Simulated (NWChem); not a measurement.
Species: HTeSF; SMILES S[Te]F

```xyz
4

Te     0.3402     0.4025    -0.0066
F     -1.4221     1.3013    -0.0108
S     -0.2800    -1.9081    -0.0533
H     -0.4133    -2.1115     1.2937
```
Atoms are numbered in this order, from 1.

Computed with NWChem. All runs use the structure optimised with PBE-D3(BJ)/def2-SVP. def2 effective core potentials on Te; no spin-orbit coupling. Vertical excitations in the gas phase; the lowest state need not have the same character in each row.

### Question
Order these by “lowest excitation, singlet (eV)”, lowest first: PBE/def2-SVP, full TDDFT; Hartree-Fock/def2-SVP, TDHF; B3LYP/def2-SVP, full TDDFT.

### Answer
PBE/def2-SVP, full TDDFT (2.75), B3LYP/def2-SVP, full TDDFT (2.84), Hartree-Fock/def2-SVP, TDHF (3.21)
